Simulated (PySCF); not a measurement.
Input file for PySCF: R-BP86/6-31G* on C2H8Si (SMILES CC[SiH3]).

```python
from pyscf import gto, scf, dft, mp
from pyscf.data.elements import chemcore

mol = gto.M(
    atom='''
    C     1.24619531    0.30585098   -0.81429839
    C     0.26189931   -0.66112685   -0.14437707
    Si   -1.35566549    0.14848087    0.37224912
    H     2.17121353   -0.19911899   -1.10004055
    H     0.81849338    0.74541173   -1.71795399
    H     1.51265943    1.12765659   -0.14620005
    H     0.02959216   -1.49138091   -0.81826194
    H     0.71841125   -1.11122682    0.74241923
    H    -1.09684300    1.24827372    1.33526956
    H    -2.26142553   -0.83668892    1.01313619
    H    -2.04453035    0.72386859   -0.81026081
    ''',
    basis='6-31g*',
    cart=True,
    charge=0, spin=0, verbose=3, max_memory=1800)
mf = dft.RKS(mol, xc='b88,p86')
mf.conv_tol = 1e-8
mf.max_cycle = 100
mf.kernel()
if not mf.converged:
    mf = mf.newton().run(mf.mo_coeff, mf.mo_occ)
```

### Question
What total energy does the run end on?

### Answer
-370.5153 hartree.
